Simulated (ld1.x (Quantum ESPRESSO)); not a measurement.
O: excitation energies, all-electron against TM

| Property | Result |
| --- | --- |
| Element | oxygen (O) |
| Generator | ld1.x (Quantum ESPRESSO) 7.5 |
| Type | norm-conserving Troullier–Martins (Kleinman–Bylander form) |
| Functional | PBE |
| Relativity | non-relativistic |
| Frozen core | [He] |
| Valence charge | 6 |
| Reference configuration | 2s2 2p4 |
| Partial waves | 2p (bound): rc 2.05 bohr; 2s (bound): rc 0.95 bohr |
| Local potential | the s channel |
| Core correction | none |

Energies are relative to the spin-unpolarised reference configuration 2s2 2p4; without spin polarisation the order of configurations can differ from experiment. The frozen-core shift is the all-electron ΔE with the core orbitals held at their reference shape minus the fully relaxed ΔE.

```csv
valence configuration,charge,ΔE all-electron (eV),error AE − PS (meV),frozen-core shift (meV)
2s2 2p3,+1,16.439,+73,+0.1
2s2 2p1,+3,103.905,+2473,+6.4
2s1 2p4,+1,31.609,-157,+0.5
2s2 2p0,+4,180.807,+6729,+23
2s1 2p5,0,14.896,-5.0,+0.4
```

What are ΔE and the potential's error for 2s0 2p6?

ΔE = 29.828 eV all-electron; the error (AE − PS) is -30 meV.

What are ΔE and the potential's error for 2s2 2p2?

ΔE = 50.033 eV all-electron; the error (AE − PS) is +633 meV.
